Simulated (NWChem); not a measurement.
System: C2H5BO3; SMILES C1OB(O)OC1

Here is an NWChem input.

```
start job
memory heap 200 mb stack 900 mb global 1100 mb
geometry units angstroms noautosym nocenter noautoz
  O     -0.077434     2.123488     0.020339
  B     -0.031134     0.764585     0.011261
  O     -1.169070    -0.005410     0.002776
  C     -0.758290    -1.371469     0.112664
  C      0.777271    -1.347608    -0.111875
  O      1.141141     0.032911     0.010775
  H      0.814581     2.497418    -0.001427
  H     -1.023196    -1.746073     1.109199
  H     -1.286072    -1.973136    -0.634200
  H      1.055203    -1.702556    -1.111877
  H      1.325007    -1.937321     0.630007
end
basis spherical
  O library 6-31g*
  B library 6-31g*
  C library 6-31g*
  H library 6-31g*
end
dft
  xc hfexch
  iterations 150
  mulliken
end
task dft energy
esp
  recalculate
  probe 0.07
  range 0.3
  factor 1.0
  spacing 0.02
end
task esp
```

Excerpt of the output:

```
             Northwest Computational Chemistry Package (NWChem) 7.3.0
             --------------------------------------------------------

                             Geometry "geometry" -> ""
                             -------------------------

 Output coordinates in angstroms (scale by  1.889725989 to convert to a.u.)

  No.       Tag          Charge          X              Y              Z
 ---- ---------------- ---------- -------------- -------------- --------------
    1 O                    8.0000    -0.07743400     2.12348800     0.02033900
    2 B                    5.0000    -0.03113400     0.76458500     0.01126100
    3 O                    8.0000    -1.16907000    -0.00541000     0.00277600
    4 C                    6.0000    -0.75829000    -1.37146900     0.11266400
    5 C                    6.0000     0.77727100    -1.34760800    -0.11187500
    6 O                    8.0000     1.14114100     0.03291100     0.01077500
    7 H                    1.0000     0.81458100     2.49741800    -0.00142700
    8 H                    1.0000    -1.02319600    -1.74607300     1.10919900
    9 H                    1.0000    -1.28607200    -1.97313600    -0.63420000
   10 H                    1.0000     1.05520300    -1.70255600    -1.11187700
   11 H                    1.0000     1.32500700    -1.93732100     0.63000700

 Effective nuclear repulsion energy (a.u.)     237.2846593572

  xc_inp: hfexch multiplicative factor not found.

                                 NWChem DFT Module
                                 -----------------

 Summary of "ao basis" -> "ao basis" (spherical)
 ------------------------------------------------------------------------------
       Tag                 Description            Shells   Functions and Types
 ---------------- ------------------------------  ------  ---------------------
 O                           6-31g*                  6       14   3s2p1d
 B                           6-31g*                  6       14   3s2p1d
 C                           6-31g*                  6       14   3s2p1d
 H                           6-31g*                  2        2   2s

            General Information
            -------------------
          SCF calculation type: DFT
          Wavefunction type:  closed shell.
          No. of atoms     :    11
          No. of electrons :    46
           Alpha electrons :    23
            Beta electrons :    23
          Charge           :     0
          Spin multiplicity:     1
          Use of symmetry is: off; symmetry adaption is: off
          Maximum number of iterations: 150
          AO basis - number of functions:    94
                     number of shells:    46
          Convergence on energy requested:  1.00D-06
          Convergence on density requested:  1.00D-05
          Convergence on gradient requested:  5.00D-04

              XC Information
              --------------
                     Hartree-Fock (Exact) Exchange  1.000

      Superposition of Atomic Density Guess
      -------------------------------------

 Sum of atomic energies:        -326.60081618

      Non-variational initial energy
      ------------------------------

 Total energy =    -329.678537
 1-e energy   =    -916.736756
 2-e energy   =     349.773559
 HOMO         =      -0.332158
 LUMO         =       0.088541

     ---------------------------------------------
      Total Density - Mulliken Population Analysis
     ---------------------------------------------

    Atom       Charge   Shell Charges
 -----------   ------   -------------------------------------------------------
    1 O    8     8.88   2.00  0.92  3.12  0.89  1.93  0.01
    2 B    5     3.93   2.00  0.50  1.02  0.17  0.08  0.16
    3 O    8     8.73   2.00  0.93  3.07  0.89  1.83  0.02
    4 C    6     6.01   2.00  0.70  1.77  0.59  0.90  0.06
    5 C    6     6.01   2.00  0.70  1.77  0.59  0.90  0.06
    6 O    8     8.74   2.00  0.93  3.06  0.89  1.84  0.02
    7 H    1     0.45   0.35  0.10
    8 H    1     0.82   0.49  0.33
    9 H    1     0.81   0.48  0.32
   10 H    1     0.82   0.49  0.33
   11 H    1     0.81   0.48  0.32

   convergence    iter        energy       DeltaE   RMS-Dens  Diis-err
 ---------------- ----- ----------------- --------- --------- ---------
 d= 0,ls=0.0,diis     1   -327.9502516693 -5.65D+02  6.61D-03  9.43D-01
 d= 0,ls=0.0,diis     2   -328.0376732061 -8.74D-02  2.52D-03  2.34D-01
 d= 0,ls=0.0,diis     3   -328.0597168325 -2.20D-02  6.99D-04  8.16D-03
 d= 0,ls=0.0,diis     4   -328.0608559131 -1.14D-03  1.58D-04  1.68D-04
 d= 0,ls=0.0,diis     5   -328.0608851572 -2.92D-05  4.35D-05  1.83D-05
  Resetting Diis
 d= 0,ls=0.0,diis     6   -328.0608879700 -2.81D-06  1.70D-05  2.17D-06
 d= 0,ls=0.0,diis     7   -328.0608883421 -3.72D-07  3.60D-06  1.41D-07

         Total DFT energy =     -328.060888342078
      One electron energy =     -920.691988256773
           Coulomb energy =      396.306320414505
    Exchange-Corr. energy =      -40.959879857034
 Nuclear repulsion energy =      237.284659357224

 Numeric. integr. density =        0.000000000000

                       DFT Final Molecular Orbital Analysis
                       ------------------------------------

 Vector   21  Occ=2.000000D+00  E=-4.936495D-01
              MO Center= -7.8D-02, -9.6D-01,  1.8D-03, r^2= 2.3D+00
   Bfn.  Coefficient  Atom+Function         Bfn.  Coefficient  Atom+Function
  ----- ------------  ---------------      ----- ------------  ---------------
    59     -0.355411   5 C  px               45      0.350719   4 C  px
    31     -0.263322   3 O  px               35     -0.207366   3 O  px
    73      0.204146   6 O  px               63     -0.176090   5 C  px
    77      0.168009   6 O  px               49      0.162901   4 C  px
    89     -0.120532   9 H  s                93     -0.120512  11 H  s

 Vector   22  Occ=2.000000D+00  E=-4.818803D-01
              MO Center=  4.6D-02,  6.0D-01,  4.2D-03, r^2= 3.3D+00
   Bfn.  Coefficient  Atom+Function         Bfn.  Coefficient  Atom+Function
  ----- ------------  ---------------      ----- ------------  ---------------
     5      0.409681   1 O  pz                9      0.335604   1 O  pz
    75     -0.315936   6 O  pz               33     -0.285730   3 O  pz
    79     -0.256797   6 O  pz               37     -0.229045   3 O  pz
    61      0.127537   5 C  pz               47      0.103955   4 C  pz
    94      0.092108  11 H  s                92     -0.090890  10 H  s

 Vector   23  Occ=2.000000D+00  E=-4.376897D-01
              MO Center= -9.6D-02, -6.6D-01,  1.3D-02, r^2= 2.8D+00
   Bfn.  Coefficient  Atom+Function         Bfn.  Coefficient  Atom+Function
  ----- ------------  ---------------      ----- ------------  ---------------
    33      0.378029   3 O  pz               75     -0.342776   6 O  pz
    37      0.323905   3 O  pz               79     -0.297533   6 O  pz
    47     -0.203899   4 C  pz               61      0.190512   5 C  pz
    88     -0.164422   8 H  s                87     -0.155998   8 H  s
    92     -0.153515  10 H  s                91     -0.146270  10 H  s

 Vector   24  Occ=0.000000D+00  E= 2.185483D-01
              MO Center=  3.9D-01,  4.1D-01, -4.9D-03, r^2= 6.4D+00
   Bfn.  Coefficient  Atom+Function         Bfn.  Coefficient  Atom+Function
  ----- ------------  ---------------      ----- ------------  ---------------
    86      0.898581   7 H  s                20      0.794483   2 B  s
     6     -0.782346   1 O  s                34     -0.552439   3 O  s
    92      0.543914  10 H  s                76     -0.540639   6 O  s
    48     -0.536962   4 C  s                88      0.516353   8 H  s
    62     -0.505903   5 C  s                94      0.504656  11 H  s

[...]

                     NWChem Electrostatic Potential Fit Module
                     -----------------------------------------

 Atom parameters

 Number of atoms is                                   11
 Number of basis functions is                         94

 Grid parameters

 Maximum number of grid points is                  40249
 Number of grid points is                          40248
 Grid range                                     0.300000 nm
 Grid spacing                                   0.020000 nm
 Probe radius                                   0.070000 nm
 Atom radius factor                             1.000000

 Atomic radii

    1    0.100000
    5    0.158000
    6    0.147000
    8    0.136000
 FASTESP  F
  using M.O. file = ./job.movecs

    Atom              Coordinates                           Charge

                                                  ESP

    1 O    -0.007743    0.212349    0.002034   -0.772492
    2 B    -0.003113    0.076459    0.001126    0.999297
    3 O    -0.116907   -0.000541    0.000278   -0.540472
    4 C    -0.075829   -0.137147    0.011266    0.179711
    5 C     0.077727   -0.134761   -0.011188    0.297402
    6 O     0.114114    0.003291    0.001078   -0.632408
    7 H     0.081458    0.249742   -0.000143    0.438349
    8 H    -0.102320   -0.174607    0.110920    0.018385
    9 H    -0.128607   -0.197314   -0.063420    0.017349
   10 H     0.105520   -0.170256   -0.111188   -0.004136
   11 H     0.132501   -0.193732    0.063001   -0.000985
                                            ------------
                                                0.000000

 Dipole moment                                  1.153619

 Quadrupole moment Qxx                        -12.926473
                   Qyy                         14.564863
                   Qzz                         -1.638390

 RMS deviation kJ/mol                           0.056518

 RRMS %                                        20.080747
```

Level: Hartree-Fock/6-31G* (spherical d). The geometry was optimised at B3LYP/6-31G* (spherical d).
